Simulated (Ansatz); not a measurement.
Reaction (redistribution): `F[CH](F)[GeH2][SiH3]` + `CC[SiH2][SeH]` → `[SiH3]C[SiH2][SeH]` + `[CH3][GeH2][CH](F)F`

Gas-phase electronic energies from Ansatz, PBE0-D4/def2-TZVP geometries. CBS: MP2 limit from def2 TZ/QZ plus the TZ coupled-cluster correction, frozen cores. DFT in def2-TZVPP. B3LYP here is the variant with VWN-RPA as its local correlation; programs differ in this. For Ge, Se outer-core shells are correlated without core-valence functions, which leaves a few kJ/mol of doubt a bond. Scalar relativity is left out up to krypton. Each species was taken in one conformer, which may not be the lowest.

```csv
level,ΔE (kcal/mol),difference from CCSD(T)/CBS
PBE-D4,-3.4,2.9
ωB97X-V,-5.6,0.7
ωB97M-V,-6.5,-0.2
B2PLYP,-5.7,0.6
PBE,-3.0,3.3
r2SCAN,-5.2,1.1
B3LYP,-4.2,2.1
HF/def2-TZVPP,-5.9,0.4
SCS-MP2/def2-TZVPP,-7.5,-1.2
CCSD/def2-TZVPP,-6.3,0.0
CCSD(T)/def2-TZVPP,-6.4,-0.1
HF/def2-QZVPP,-6.0,0.3
MP2/def2-QZVPP,-8.0,-1.7
SCS-MP2/def2-QZVPP,-7.5,-1.2
MP2/CBS(def2),-8.0,-1.7
CCSD/CBS(def2),-6.2,0.1
CCSD(T)/CBS,-6.3,0
```

Largest T1 diagnostic among the species: 0.012.

The D4 term adds −0.7 kcal/mol with B3LYP and −0.4 kcal/mol with PBE0; it sums over pairs of atoms, weighted by their polarisabilities, and B3LYP, whose exchange is more repulsive, gets the larger term. From PBE to PBE0 (25 % exact exchange), in def2-TZVPP and without D4, ΔE moves by −0.9 kcal/mol.
